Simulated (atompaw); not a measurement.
Before and after: PAW (atompaw) potential for S (Z = 16)

S, PAW, made with atompaw 4.2.0.5 (LDA (PW92), scalar-relativistic). Core [Ne], reference 3s2 3p4. Waves: 3s (bound): rc 1.45 bohr; 3s channel at 3.3 Ry: rc 1.45 bohr; 3p (bound): rc 1.45 bohr; 3p channel at 4.85 Ry: rc 1.45 bohr. Local part: troulliermartins scheme with l = 2 at 0 Ry, radius 1.25 bohr. Core correction: smooth core density matched at 1.20 bohr. Augmentation charge: sinc compensation charge, radius 1.15 bohr; PAW radius 1.45 bohr; waves and projectors: custom rrkj gramschmidtortho.

Change: augmentation sinc compensation charge, radius 1.15 bohr; PAW radius 1.45 bohr; waves and projectors: custom polynom vanderbiltortho.

Cutoffs: the cutoffs (Ry, on a coarse ladder) from which the occupation-weighted sum of valence levels, in a spherical-Bessel basis at the reference potential, stays within 10 and 1 mRy of its value at 400 Ry; they do not see the model core or the augmentation charge, which bear on the density cutoff.

Question: What does the change do?

Answer: The potential gets neither clearly harder nor softer (18 Ry and 35 Ry → 18 Ry and 40 Ry); a bound ghost appears in s, which as a rule spoils a file.

| quantity | base | changed |
| --- | --- | --- |
| cutoff, loose | 18 Ry | 18 Ry |
| cutoff, tight | 35 Ry | 40 Ry |
| loose cutoff by channel (10 mRy a level) | s 10 Ry, p 12 Ry | s 12 Ry, p 10 Ry |
| bound ghosts | none | s |
| s: phases at 1.46 bohr within 0.05 rad from the reference energy up to (Ry; the scan ends near 5) | to the end of the scan | to the end of the scan |
| p: phases at 1.46 bohr within 0.05 rad from the reference energy up to (Ry; the scan ends near 5) | to the end of the scan | to the end of the scan |
| lowest overlap eigenvalue by channel | s 0.41, p 0.67 | s 0.10, p 0.58 |

 A true bound ghost makes a file unfit for plane-wave use even where its test errors are small: the radial tests pick states by their node count and pass the ghost by. The cutoffs see the waves, projectors and local potential, not the compensation charge or the core.
